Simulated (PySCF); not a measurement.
SrC at ROHF-SCS-MP2

Level: ROHF-SCS-MP2. basis Sr def2-SVPD with ECP28, C def2-SVPD; scalar-relativistic core potentials; PySCF 2.14.

* state: triplet, unpaired electrons π ↑↑
* bond length: 2.407 Å
* harmonic wavenumber: 462 cm⁻¹
* force constant: 1.33 mdyn/Å
* rotational constant Be: 0.2757 cm⁻¹
* anharmonicity ωexe: 5.19 cm⁻¹
* vibration–rotation constant αe: 0.00321 cm⁻¹
* well depth De to Sr + C: 126 kJ/mol
* dissociation energy D0: 123 kJ/mol

Correlated steps freeze 1 core orbital. Correlated levels converge slowly with the basis: in double zeta they bind strong bonds too weakly, by up to about 1 eV, and carry superposition errors of some tenths. Spin–orbit coupling is left out. The state was picked by a PBE0 search and need not be the measured ground state.
